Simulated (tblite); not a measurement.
Compound: C6H13P.
Geometry (GFN2-xTB, Å), atoms numbered from 1 in this order:
```
atom  x, y, z in Å
C1    -1.1206   -1.2718    1.3116
P2    -0.6656   -0.1545    0.1157
C3    -1.4887    1.4389    0.4495
C4    -1.3267   -0.7062   -1.4925
C5     1.0229    0.4540   -0.4158
C6     2.0395    0.5435    0.6828
C7     2.1230   -0.5599   -0.3162
H8    -0.7299   -2.2653    1.0996
H9    -0.8296   -0.9346    2.3048
H10   -1.0629    1.8738    1.3525
H11   -2.5460    1.2401    0.6153
H12   -1.3557    2.1303   -0.3812
H13   -2.3810   -0.9408   -1.3573
H14   -0.7990   -1.6073   -1.8014
H15   -1.2016    0.0633   -2.2526
H16    1.0724    1.1826   -1.2162
H17    2.7711    1.3370    0.6534
H18    1.7102    0.2879    1.6823
H19    2.9135   -0.5462   -1.0516
H20    1.8493   -1.5542    0.0143
```

Computed with GFN2-xTB (tblite): harmonic, unscaled wavenumbers at the GFN2-xTB geometry, gas phase. This tight-binding method is rough: wavenumbers can miss measured ones by several per cent, in bad cases by 10 to 20. One conformer, not necessarily the lowest.

Harmonic wavenumbers (cm⁻¹): 41.6, 110.6, 144.6, 146.7, 150.1, 216.1, 241.1, 274.6, 329.5, 336.5, 355.5, 572.2, 708.3, 744.7, 745.0, 769.8, 800.9, 803.8, 840.4, 853.1, 873.8, 936.3, 965.5, 969.3, 991.2, 1037.8, 1065.1, 1068.4, 1089.0, 1149.4, 1196.7, 1302.5, 1304.7, 1320.0, 1395.2, 1415.6, 1424.1, 1428.2, 1429.6, 1438.2, 1477.0, 2958.5, 2972.6, 2993.3, 2994.7, 3001.9, 3003.9, 3008.2, 3009.2, 3014.8, 3045.7, 3050.2, 3083.0, 3093.7.

A = 2990, B = 1612, C = 1546 MHz; mass 116.075 u (most abundant isotopes); point group Cs, symmetry number 1.

Problem. Zero-point energy?

Solution. ½Σν̃ = 36846 cm⁻¹ = 105.35 kcal/mol.

Problem. Entropy at 273.15 K, 1 bar (ideal gas, RRHO, classical rotation)?

Solution. Translation 39.75, rotation 27.90, vibration 26.39: S = 94.0 cal/(mol K).

Problem. And Cp and H(273.15 K) − H(0)?

Solution. Cp = 36.52 cal/(mol K), of which vibrations give 28.57 (their classical limit is 54 R = 107.3); H(273.15 K) − H(0) = 6.08 kcal/mol without the zero-point energy, 3.91 from vibrations.

Problem. What must be added to the electronic energy to get the Gibbs energy at 273.15 K and 1 bar?

Solution. ZPE + [H(273.15 K) − H(0)] − T·S = 105.35 + 6.08 − 25.69 = 85.74 kcal/mol.

Problem. How do the functions run with temperature in this model?

Solution. 
```tsv
T (K)	S (cal/(mol K))	Cp (cal/(mol K))	H − H(0) (kcal/mol)	G − H(0) (kcal/mol)	ln q(vib)
150	76.3	24.2	2.37	-9.08	2.82
250	90.9	34.0	5.27	-17.46	5.46
298.15	97.4	39.2	7.03	-22.00	6.73
400	110.4	49.8	11.57	-32.58	9.42
600	133.8	65.8	23.24	-57.05	14.66
900	163.6	81.1	45.45	-101.82	22.12
```

q(vib) and H(0) count from the zero-point level.

Hindered rotation and anharmonicity are outside this model. Other conformers, if any are populated, would add a mixing term that is left out.

Hardware: one thread, Arm Neoverse V1 (aarch64), no GPU, shared host with 32 logical CPUs at a one-minute load of 21. Cost: 0.73 s wall. This covers the Hessian and the dipole derivatives.
